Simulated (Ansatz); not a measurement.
Coupled-cluster run, C2H7ClOSSn, SMILES `C[O][Sn]([CH3])([SH])[Cl]`.

```yaml
crystal:
  periodic: [false, false, false]
  atoms:
    - {symbol: C, position_ang: [-1.921183, 0.396741, -0.938359]}
    - {symbol: O, position_ang: [-1.143034, 0.765145, 0.177381]}
    - {symbol: Sn, position_ang: [0.406124, -0.297079, 0.716314]}
    - {symbol: C, position_ang: [2.089955, -0.110984, -0.559463]}
    - {symbol: S, position_ang: [0.765930, 0.378030, 2.965280]}
    - {symbol: Cl, position_ang: [-0.330553, -2.513622, 0.593214]}
    - {symbol: H, position_ang: [-2.784492, 1.066207, -0.979245]}
    - {symbol: H, position_ang: [-2.290090, -0.633058, -0.868031]}
    - {symbol: H, position_ang: [-1.369400, 0.501191, -1.882128]}
    - {symbol: H, position_ang: [2.401560, 0.932196, -0.590321]}
    - {symbol: H, position_ang: [1.811240, -0.451003, -1.556066]}
    - {symbol: H, position_ang: [2.898022, -0.731476, -0.174186]}
    - {symbol: H, position_ang: [-0.534070, 0.697733, 3.095620]}
basis:
  gaussian: {orbitals: def2-TZVPP}
correlation: {method: ccsd_t}
```

```sh
$ ansatz run in.yaml --threads 2 --pin off --events-out ev --progress --plain --max-ram 22528MiB --backend cuda --devices 0, --max-vram 18GiB
```

Output of Ansatz, abridged:

```
Functional definition: HF
2066 factors; integrals over basis functions are off by at most 1.2e-3 eV
mean field evaluation 1: about -33335.7326 eV, gradient 4.3e1 eV
mean field evaluation 2: about -33336.0327 eV, gradient 4.4e1 eV
mean field evaluation 4: about -33340.2906 eV, gradient 5.1e0 eV
mean field evaluation 8: about -33340.3810 eV, gradient 4.2e-1 eV
mean field evaluation 16: about -33340.3823 eV, gradient 2.3e-6 eV
mean field -33340.38228171 eV, -1225.2364499302 hartree, gradient 2.3e-6 eV, S^2 0.000000; 0 other end points of the search recorded, 0 dependent functions left out
17 core orbitals not correlated: weight in the atoms' cores, before any rotation towards them, 1.000 or more for the frozen orbitals, at most 0.000 for the correlated occupied ones
reference -33340.38228171 eV, -1225.2364499302 hartree; 24, 24 occupied and 284, 284 virtual orbitals, 2066 factors
second order -34.84739170 eV of doubles, -0.00000000 eV of singles
cycle   1  -35.19830759 eV  change   -3.5e-1 eV  update   1.3e-1
cycle   2  -36.01392176 eV  change   -8.2e-1 eV  update   3.9e-2
cycle   3  -36.20146559 eV  change   -1.9e-1 eV  update   2.1e-2
cycle   4  -36.19059550 eV  change    1.1e-2 eV  update   5.4e-3
cycle   5  -36.18549083 eV  change    5.1e-3 eV  update   2.7e-3
cycle   6  -36.18650600 eV  change   -1.0e-3 eV  update   9.3e-4
cycle   7  -36.18632189 eV  change    1.8e-4 eV  update   4.2e-4
cycle   8  -36.18619417 eV  change    1.3e-4 eV  update   1.4e-4
cycle   9  -36.18626319 eV  change   -6.9e-5 eV  update   6.0e-5
cycle  10  -36.18627470 eV  change   -1.2e-5 eV  update   1.9e-5
perturbative correction -1.43433818 eV, -0.0527109560 hartree
Total energy: -33378.00289460 eV, -1226.6189819535 hartree
```

Run time 15 s (2 threads of an AMD EPYC 7R13 on a shared host and a share of an NVIDIA H100 80 GB); peak host memory 1.4 GiB.

Correlation energy per correlated electron: -0.784 eV. T1 diagnostic: 0.0122.
